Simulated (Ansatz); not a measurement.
# Worked example: a bond strength in CH5FOSn (SMILES [CH3][SnH]([OH])[F])

The species is CH5FOSn (9 atoms), meant as a singlet with charge 0. SMILES: `[CH3][SnH]([OH])[F]`. Geometry: optimised at PBE0/def2-SVP. This is one conformer, not always the lowest.

```xyz
9

C    -0.3517    1.3322   -0.1744
Sn   -0.2686   -0.7610    0.2276
O     1.5413   -1.3714    0.7360
F    -0.6220   -1.6212   -1.4822
H    -1.3774    1.6136   -0.4503
H    -0.0429    1.8961    0.7167
H     0.3241    1.5640   -1.0091
H    -1.3092   -1.4700    1.3768
H     2.1948   -1.2287    0.0419
```

Wanted: the dissociation energy of the H8–Sn2 bond into doublet H and doublet CH4FOSn (shapes relaxed at PBE0/def2-SVP, no zero-point term). 1 Eh = 2625.50 kJ/mol = 27.2114 eV. Totals in Eh; open shells run unrestricted unless said.

```
                          level  program      CH5FOSn  doublet H  doublet CH4FOSn
   HF/def2-SVP (core potential)   Ansatz  -428.284710  -0.499278      -427.690907
  PBE/def2-SVP (core potential)   Ansatz  -430.098539  -0.498629      -429.491788
B3LYP/def2-SVP (core potential)   Ansatz  -430.410864  -0.501259      -429.796291
```

Problem. Work out the dissociation energy at each level.

Solution. 
1. HF/def2-SVP (core potential): (-0.499278) + (-427.690907) − (-428.284710) = 0.094525 Eh = 248.2 kJ/mol = 2.57 eV.
2. PBE/def2-SVP (core potential): (-0.498629) + (-429.491788) − (-430.098539) = 0.108122 Eh = 283.9 kJ/mol = 2.94 eV.
3. B3LYP/def2-SVP (core potential): (-0.501259) + (-429.796291) − (-430.410864) = 0.113314 Eh = 297.5 kJ/mol = 3.08 eV.

The levels span 248 to 298 kJ/mol; no measured value is set beside them. Hartree–Fock lacks the correlation of the electrons that are unpaired, so it comes out low. A bond enthalpy at 298 K also holds the loss of zero-point energy and thermal terms.
